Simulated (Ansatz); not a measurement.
`OC(F)(F)BF` + H–F → `FBF` + `OC(F)F` at 600 K and 1 bar (ligand exchange at a B–C bond).

Calculated with Ansatz (gas phase, PBE0-D4/def2-TZVP geometries, no zero-point term in ΔE). CCSD(T)/CBS is the MP2 limit (def2-TZVPP, def2-QZVPP) plus CCSD(T) − MP2 in def2-TZVPP, frozen cores. This one scheme is used for every species. One conformer a species, not always the lowest.

```
     species  CCSD(T)/CBS energy (Eh)  H − E (kJ/mol)  S (J/(mol·K))
`OC(F)(F)BF`               -438.64654           163.8          415.2
         H–F               -100.39570            42.3          194.0
       `FBF`               -225.09427            73.4          279.9
    `OC(F)F`               -314.01610           133.8          325.1
```

H − E and S are ideal-gas, rigid-rotor, harmonic terms from PBE0-D4/def2-TZVP, for one conformer and one mirror image of each species. 1 Eh = 2625.50 kJ/mol, R = 8.31446 J/(mol·K).

Task: By hand: ΔE, ΔH, ΔS and ΔG.

Result: ΔE = (-225.09427) + (-314.01610) − (-438.64654) − (-100.39570) = -0.06813 Eh = -178.9 kJ/mol. Δ(H − E) = 73.4 + 133.8 − 163.8 − 42.3 = 1.1, so ΔH = -177.8 kJ/mol. ΔS = 279.9 + 325.1 − 415.2 − 194.0 = -4.2 J/(mol·K). ΔG = -177.8 − 600 × (-4.2)/1000 = -175.3 kJ/mol.

Task: By hand: the equilibrium constant, and the temperature at which ΔG would vanish if ΔH and ΔS stayed fixed.

Result: log₁₀ K = −ΔG/(RT ln 10) = 15.3. ΔG = 0 at ΔH/ΔS = 42333 K, far beyond where these terms or the molecules hold.

The number of gas molecules stays the same, so ΔS is small and ΔH decides. A doubt of 5 kJ/mol in ΔE shifts log₁₀ K by 0.4 here. Other conformers and mirror images would add mixing entropy, several J/(mol·K) or more a flexible species. Modes under 60 cm⁻¹, often nearly free rotors, make the harmonic entropy too high. These are equilibria of isolated gas molecules and say nothing of rates. Largest T1 diagnostic: 0.013 (customary marks: 0.02 for closed shells, 0.045 for open ones).
